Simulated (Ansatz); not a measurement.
Born–Oppenheimer molecular dynamics of AlFH₆O₂Si₂ (12 atoms, charge 0, multiplicity 1). It starts from a relaxed structure.

All numbers below come from Ansatz 0.2.0, RHF/def2-SVP.

- ensemble: NVT, Nosé–Hoover chain
- time step: 1 fs
- steps asked: 500
- set temperature: 500 K
- thermostat: time constant 20 fs, chain length 5
- seed: 485469

First frame:

```xyz
12
Properties=species:S:1:pos:R:3
Al -0.010 -0.264 0.023
F 0.165 0.894 1.175
O 1.359 -0.876 -0.704
Si 2.749 -1.428 -1.369
H 2.466 -2.579 -2.255
H 3.390 -0.358 -2.166
H 3.684 -1.863 -0.306
O -1.548 -0.773 -0.367
Si -3.077 -1.243 -0.714
H -3.419 -2.459 0.059
H -4.035 -0.169 -0.368
H -3.199 -1.543 -2.159
```

**Question.** How far do the bonds stretch over the last three quarters of this one trajectory? (Pairs bonded in most of those frames.)

**Answer.** 
| bond | mean (Å) | spread (Å) | shortest | longest |
| --- | --- | --- | --- | --- |
| Al1–F2 | 1.645 | 0.014 | 1.61 | 1.67 |
| Al1–O3 | 1.670 | 0.024 | 1.62 | 1.73 |
| Al1–O8 | 1.672 | 0.028 | 1.61 | 1.72 |
| O3–Si4 | 1.641 | 0.023 | 1.58 | 1.69 |
| Si4–H5 | 1.485 | 0.039 | 1.42 | 1.55 |
| Si4–H6 | 1.481 | 0.016 | 1.45 | 1.51 |
| Si4–H7 | 1.482 | 0.014 | 1.46 | 1.51 |
| O8–Si9 | 1.644 | 0.028 | 1.59 | 1.71 |
| Si9–H10 | 1.492 | 0.037 | 1.41 | 1.58 |
| Si9–H11 | 1.490 | 0.015 | 1.45 | 1.53 |
| Si9–H12 | 1.502 | 0.081 | 1.37 | 1.63 |

Mean temperature of the second half: 474 K. The conserved energy stayed within 0.97 meV per atom of its start (net change 0.58 meV per atom), so the integration is sound. A run of 0.5 ps of so small a system gives no equilibrium averages.

The run took 5 min on 4 threads of Intel(R) Xeon(R) 6975P-C (Granite Rapids) (shared host), peak memory 0.31 GiB.
